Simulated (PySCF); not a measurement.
Identify the compound

Molecular formula: C7H7ClOSi. Simulated spectra:

1H NMR (400 MHz, computed): δ 8.83 (d, 1H), 8.24 (d, 1H), 7.98 (m, 1H), 7.91 (m, 1H), 4.65 (s, 3H).

13C{1H} NMR (computed): δ 182.9 (C), 150.6 (C), 143.2 (CH), 141.0 (CH), 140.7 (CH), 140.1 (C), 135.9 (CH).

One computed conformer, non-relativistic Hamiltonian, in vacuum, rapidly exchanging positions averaged. Shielding tensors at PBE0/pcSseg-1 (GIAO); geometry: GFN2-xTB; PySCF 2.14.0 with density-fitted response routines.

Shifts are taken against calculated references (same method and geometry level): 1H (31.72 ppm), 13C (186.93 ppm) against TMS.

Question: Which candidate is it?
A. Cl[C@H]1[SiH2]C=C1c1ccco1
B. O=C(Cl)c1ccc([SiH3])cc1
C. O=C(Cl)c1ccccc1[SiH3]

Answer: C. 

1. Rings plus π bonds: 5 (1 ring in the answer).
2. 7 carbon signals for 7 carbons: no two carbons are equivalent.
3. Carbon types of the structure: 3 × C, 4 × CH, leaving 3 H on heteroatoms.
4. δC 182.9: carbonyl carbon.
5. δC 150.6, 140.1: substituted aromatic carbon.
6. δC 143.2, 141.0, 140.7, 135.9: aromatic CH.
7. δH 8.83, 8.24, 7.98, 7.91: hydrogen on an aromatic CH.
8. δH 4.65: hydrogen on a silicon bonded to C.

The others: Cl[C@H]1[SiH2]C=C1c1ccco1 would give 7 signals for carbon-bound and other non-exchanging H, not 5; O=C(Cl)c1ccc([SiH3])cc1 would give 5 carbon signals, not 7.

Carbons that carry Cl, above all several Cl atoms, come out too deshielded, partly because spin–orbit coupling is missing. Shifts are as computed. Against solution values, carbons near 30 ppm lie about +3 ppm off and those near 130 ppm about +5 ppm; carbons on Cl a further +6 ppm. Of 1211 compounds with measured shifts, 218 miss one by over three times the rms of a fit or turn the order of signals round; such compounds aren't used in these exercises. No couplings were computed; multiplicities are counted from neighbouring protons, with m where these are inequivalent, close in shift, in a saturated or five-membered ring or joined by F or P, and br s for small geminal =CH2 splittings.
